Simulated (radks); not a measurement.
Excited configurations of Ce3+: one electron is placed in a higher orbital outside [Xe]. The ground configuration is [Xe] 4f1. All-electron calculation, scalar-relativistic Kohn-Sham, PBE, spin-unpolarised, spherical densities, finite nucleus; Fermi nuclear charge, rms radius 4.8771 fm. Program: a radial shooting solver on a logarithmic mesh with Libxc functionals. Excitation = E - E(ground); binding = E(ion) - E, where the ion is the core of charge +4; n* = 4/sqrt(2 binding) in atomic units, and the quantum defect is n - n*.

outer orbital	excitation (eV)	binding (eV)	n*	quantum defect	eigenvalue (eV)	<r> (bohr)
5d	7.371	30.394	2.676	2.324	-25.479	2.242
5f	23.525	14.240	3.910	1.090	-11.776	4.199
6s	11.539	26.226	2.881	3.119	-22.962	3.258
6p	16.392	21.373	3.191	2.809	-18.649	3.761
6d	22.669	15.095	3.798	2.202	-13.188	4.897
6f	28.387	9.378	4.818	1.182	-8.136	7.386
7s	23.291	14.474	3.878	3.122	-12.921	5.821
7p	25.300	12.465	4.179	2.821	-11.081	6.537
7d	28.219	9.546	4.775	2.225	-8.437	8.092
7f	31.224	6.541	5.769	1.231	-5.787	11.29

The Delta-SCF ionisation energy is 37.765 eV (NIST Atomic Spectra Database: 36.91 eV, semi-empirical). Self-interaction in the functional shifts the binding energies and quantum defects, so they are the method's values and not measured ones. Spin polarisation and multiplet splitting are left out, so open shells lie too high by an amount that depends on their filling. Spin-orbit splitting is averaged out at the scalar-relativistic level.

Beside tabulated values, note that spin-unpolarised runs miss the spin-polarisation part of the exchange energy of open shells.
